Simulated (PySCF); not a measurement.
Isomers of C3H12N2OSi2, one GFN2-xTB conformer each. Single-point energies are computed at PBE0/pcSseg-1 (PySCF, gas phase, no added dispersion term), electronic only.

```json
{"SMILES": "CC(=O)N(C)[SiH2]N[SiH3]", "GFN2-xTB relative energy (kJ/mol)": "60.7"}
{"SMILES": "C=N[SiH2][Si@H](NC)OC", "GFN2-xTB relative energy (kJ/mol)": "222.3"}
{"SMILES": "CN([SiH3])C[SiH2]C(N)=O", "GFN2-xTB relative energy (kJ/mol)": "307.6"}
{"SMILES": "[H]/N=C\\CC[Si@@H](N)O[SiH3]", "GFN2-xTB relative energy (kJ/mol)": "79.2"}
{"SMILES": "CC(C)O[SiH]1N[SiH2]N1", "GFN2-xTB relative energy (kJ/mol)": "0.0"}
{"SMILES": "C=NCC[Si@@H](N)O[SiH3]", "GFN2-xTB relative energy (kJ/mol)": "81.6"}
```

Conformers: `[CH3:1][C:2](=[O:3])[N:4]([CH3:5])[SiH2:6][NH:7][SiH3:8]` with C1–C2–N4–C5 -1°, C2–N4–Si6–N7 -69°, N4–Si6–N7–Si8 -167°; `[CH2:1]=[N:2][SiH2:3][Si@H:4]([NH:5][CH3:6])[O:7][CH3:8]` with C1–N2–Si3–Si4 -111°, N2–Si3–Si4–N5 -72°, Si3–Si4–N5–C6 59°, Si3–Si4–O7–C8 -63°; `[CH3:1][N:2]([SiH3:3])[CH2:4][SiH2:5][C:6]([NH2:7])=[O:8]` with C1–N2–C4–Si5 -66°, N2–C4–Si5–C6 -152°, C4–Si5–C6–N7 80°, Si5–C6–N7–H 180° and 4°; `[H]/[N:1]=[CH:2]\[CH2:3][CH2:4][Si@@H:5]([NH2:6])[O:7][SiH3:8]` with N1–C2–C3–C4 -117°, C2–C3–C4–Si5 64°, C3–C4–Si5–N6 -77°, C4–Si5–N6–H -178° and 43°, C4–Si5–O7–Si8 -40°; `[CH3:1][CH:2]([CH3:3])[O:4][SiH:5]1[NH:6][SiH2:7][NH:8]1` with C1–C2–O4–Si5 172°, C2–O4–Si5–N6 -171°, O4–Si5–N6–Si7 -127°, Si5–N6–Si7–N8 8°, N6–Si7–N8–Si5 -8°, O4–Si5–N8–Si7 118°; `[CH2:1]=[N:2][CH2:3][CH2:4][Si@@H:5]([NH2:6])[O:7][SiH3:8]` with C1–N2–C3–C4 121°, N2–C3–C4–Si5 175°, C3–C4–Si5–N6 -166°, C4–Si5–N6–H 167° and -54°, C4–Si5–O7–Si8 -55°.

What does PBE0/pcSseg-1 give for the same structures?

```
                     SMILES  PBE0/pcSseg-1 E (Eh)  PBE0/pcSseg-1 (kJ/mol)  GFN2-xTB (kJ/mol)  point group
      CC(C)O[SiH]1N[SiH2]N1            -884.72759                     0.0                0.0           C1
[H]/N=C\CC[Si@@H](N)O[SiH3]            -884.68950                   100.0               79.2           C1
    CC(=O)N(C)[SiH2]N[SiH3]            -884.67840                   129.1               60.7           C1
     C=NCC[Si@@H](N)O[SiH3]            -884.67675                   133.5               81.6           C1
      C=N[SiH2][Si@H](NC)OC            -884.61768                   288.6              222.3           C1
    CN([SiH3])C[SiH2]C(N)=O            -884.60437                   323.5              307.6           C1
```

Both levels put the same isomer lowest; measured from each level's own lowest isomer, the values differ by up to 68.4 kJ/mol (CC(=O)N(C)[SiH2]N[SiH3]: 60.7 against 129.1). As drawn, the lowest has a four-membered ring and an Si–O bond, which the highest lacks; the highest has a C=O bond, a C(=O)–N unit and an Si–C bond, which the lowest lacks. Neighbours under 10 kJ/mol apart (CC(=O)N(C)[SiH2]N[SiH3] and C=NCC[Si@@H](N)O[SiH3]) can change places with a better method, another conformer or zero-point energy.

Which frontier levels, dipoles and rotational constants go with these structures?

```tsv
SMILES	HOMO (eV, PBE0/pcSseg-1)	LUMO (eV)	dipole (D)	A, B, C (MHz)
CC(C)O[SiH]1N[SiH2]N1	-6.80	0.31	1.36	3767, 742.1, 677.2
[H]/N=C\CC[Si@@H](N)O[SiH3]	-7.44	-0.16	1.38	1570, 1065, 873.4
CC(=O)N(C)[SiH2]N[SiH3]	-7.24	0.17	3.37	2946, 731.6, 646.2
C=NCC[Si@@H](N)O[SiH3]	-7.14	-0.09	1.60	1931, 719.4, 561.8
C=N[SiH2][Si@H](NC)OC	-6.43	-0.85	1.73	1759, 949.8, 678.7
CN([SiH3])C[SiH2]C(N)=O	-6.27	-0.14	3.05	2793, 609.7, 540.8
```
